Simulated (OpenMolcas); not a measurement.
# Lines of Kr IV: computed and rescaled rates

* Program: OpenMolcas 26.06
* Method: SS-CASPT2, IPEA 0.25 Eh, imaginary shift 0.1 Eh (closed shells correlated: 3d 4s)
* Basis: ANO-RCC-VQZP [7s6p4d2f1g]
* Scalar Hamiltonian: DKH2, point nucleus
* Active space: 3 electrons in 3 orbitals (4p)
* State averaging: 2S+1 = 4 odd, 1 root; 2S+1 = 2 odd, 8 roots
* Spin-orbit coupling: state interaction with AMFI integrals over the reference wave functions, term energies averaged over their components

Rates come from the transition moments of the reference wave functions (E1 and E2 in the length form). At fixed line strength A goes as λ^-3 for E1 and M1 and as λ^-5 for E2, so a rate at the computed wavelength can be rescaled to the measured one. Measured vacuum wavelengths follow from level energies in Saloman, J. Phys. Chem. Ref. Data 36, 215 (2007). Branching counts decays inside the model space alone, at computed energies, and the table is only a selection of the E2 and M1 lines, drawn from those between levels with measured partners whose computed energy lies within a factor of 1.5 of the measured one.

| Upper | Lower | Type | λ computed (nm) | λ measured (nm) | A computed (s-1) | A rescaled (s-1) | Branching % |
| --- | --- | --- | --- | --- | --- | --- | --- |
| 4s² 4p³ ²D°_5/2 | 4s² 4p³ ²D°_3/2 | M1 | 7393 | 6014 | 2.46e-02 | 4.57e-02 | 19.4 |
| 4s² 4p³ ²P°_1/2 | 4s² 4p³ ²D°_5/2 | E2 | 755.6 | 809.3 | 2.25e-01 | 1.60e-01 | 1.4 |
| 4s² 4p³ ²P°_1/2 | 4s² 4p³ ²D°_3/2 | M1 | 685.5 | 713.3 | 4.47e+00 |  | 28.6 |
| 4s² 4p³ ²P°_1/2 | 4s² 4p³ ²D°_3/2 | E2 | 685.5 | 713.3 | 5.02e-01 | 4.12e-01 | 3.2 |
| 4s² 4p³ ²P°_3/2 | 4s² 4p³ ²D°_5/2 | M1 | 661.3 | 680 | 4.67e+00 |  | 12.5 |
| 4s² 4p³ ²P°_3/2 | 4s² 4p³ ²D°_5/2 | E2 | 661.3 | 680 | 6.92e-01 | 6.02e-01 | 1.9 |
| 4s² 4p³ ²P°_3/2 | 4s² 4p³ ²D°_3/2 | M1 | 607 | 610.9 | 1.05e+01 |  | 28.2 |
| 4s² 4p³ ²P°_3/2 | 4s² 4p³ ²D°_3/2 | E2 | 607 | 610.9 | 3.45e-01 | 3.34e-01 | 0.9 |
| 4s² 4p³ ²D°_3/2 | 4s² 4p³ ⁴S°_3/2 | M1 | 557.3 | 586.9 | 2.09e+00 |  | 99.4 |
| 4s² 4p³ ²D°_3/2 | 4s² 4p³ ⁴S°_3/2 | E2 | 557.3 | 586.9 | 1.35e-02 |  | 0.6 |
| 4s² 4p³ ²D°_5/2 | 4s² 4p³ ⁴S°_3/2 | M1 | 518.2 | 534.8 | 7.35e-02 |  | 57.9 |
| 4s² 4p³ ²D°_5/2 | 4s² 4p³ ⁴S°_3/2 | E2 | 518.2 | 534.8 | 2.88e-02 |  | 22.7 |
| 4s² 4p³ ²P°_1/2 | 4s² 4p³ ⁴S°_3/2 | M1 | 307.4 | 322 | 1.04e+01 |  | 66.6 |
| 4s² 4p³ ²P°_3/2 | 4s² 4p³ ⁴S°_3/2 | M1 | 290.5 | 299.4 | 2.11e+01 |  | 56.4 |

Spin-changing lines and M1 lines between different terms are not rescaled, since their strength hangs on the term gaps too.

The largest correction is for 4s² 4p³ ²D°_5/2 → 4s² 4p³ ²D°_3/2 (M1): 2.46e-02 × (7393 / 6014)^3 = 4.57e-02 s-1, a factor of 1.86.

No measured rate stands beside these. Rescaling mends the energy factor alone: line strengths can still be far off where a level mixes with configurations outside the active space, and weak or spin-changing lines hang on small mixing coefficients that depend on the term gaps too, so rescaling need not improve them.

Term energies are means over components that CASPT2 splits; among the terms shown or strongly mixed into the levels shown the widest spread is 180 cm-1 (4s² 4p³ ²D°). With the s shell closed, the reference lacks s² → p² mixing. Measured partners are found by configuration, term and J. A level has none where our copy of the source lacks it or the pairing is in doubt (some pairs that miss far off the trend of their configuration count as doubtful). Levels of configurations outside the active space are missing.

° marks odd parity.
